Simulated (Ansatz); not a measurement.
**Two structures, one formula**

The two ends of one reaction step of BNH₃Cl₃, closed shell (PBE0-D4/def2-TZVP).

A:

B1  (-0.520, 0.153, -0.978)
Cl2  (2.382, 0.353, 1.651)
Cl3  (0.120, -0.840, -2.274)
Cl4  (-0.962, 1.823, -1.281)
H5  (1.263, 0.123, 1.047)
N6  (-0.644, -0.377, 0.309)
H7  (-0.518, -1.360, 0.486)
H8  (-1.122, 0.125, 1.040)
(Å)

B:

```json
{"atom": "B1", "x (Å)": "0.3648", "y (Å)": "0.3563", "z (Å)": "-0.5606"}
{"atom": "Cl2", "x (Å)": "2.1148", "y (Å)": "0.3998", "z (Å)": "-0.0372"}
{"atom": "Cl3", "x (Å)": "0.0744", "y (Å)": "-0.6691", "z (Å)": "-2.0447"}
{"atom": "Cl4", "x (Å)": "-0.4076", "y (Å)": "2.0094", "z (Å)": "-0.6557"}
{"atom": "H5", "x (Å)": "-0.2961", "y (Å)": "0.1134", "z (Å)": "1.5027"}
{"atom": "N6", "x (Å)": "-0.4123", "y (Å)": "-0.4027", "z (Å)": "0.6334"}
{"atom": "H7", "x (Å)": "-0.0345", "y (Å)": "-1.3404", "z (Å)": "0.7488"}
{"atom": "H8", "x (Å)": "-1.4036", "y (Å)": "-0.4668", "z (Å)": "0.4131"}
```

Computed with Ansatz 0.2.0 (basis: def2-TZVPP); correlated methods freeze the cores. B3LYP uses VWN-RPA correlation.

Q: Which structure is lower at CCSD(T), and by how much? (Judge from chemistry; the value comes from the calculation.)

A: By the calculation: B, by 0.515 eV (electronic energy, against the other). By their contacts, A is a complex of BNH₂Cl₂ ([NH2][B]([Cl])[Cl]) + HCl and B is BNH₃Cl₃ ([NH3][B]([Cl])([Cl])[Cl]).

All methods give the same order:

```
      method  E(B) − E(A) (eV)
       SPW92            -0.711
      PBE-D4            -0.508
     BLYP-D4            -0.334
   r2SCAN-D4            -0.538
      B97M-V            -0.473
     PBE0-D4            -0.590
    B3LYP-D4            -0.406
  r2SCAN0-D4            -0.598
    BHLYP-D4            -0.485
CAM-B3LYP-D4            -0.447
     wB97X-V            -0.580
     wB97M-V            -0.561
      B2PLYP            -0.423
    PBE-QIDH            -0.643
  RPA on PBE            -0.463
          HF            -0.308
         MP2            -0.609
        CCSD            -0.488
     CCSD(T)            -0.515
```

The T1 diagnostic stays at or below 0.010.

Labels in which every atom is bracketed show which atoms are joined, not bond orders.

For scale, one of the runs: CCSD(T)/def2-TZVPP, 230 basis functions, launched by `ansatz run in.yaml --threads 4 --pin off --events-out ev --progress --plain --max-ram 9574MiB`. The run took 110 s on 4 CPU threads of an Arm Neoverse V1 (shared host), with 3.7 GiB of host memory at its peak.
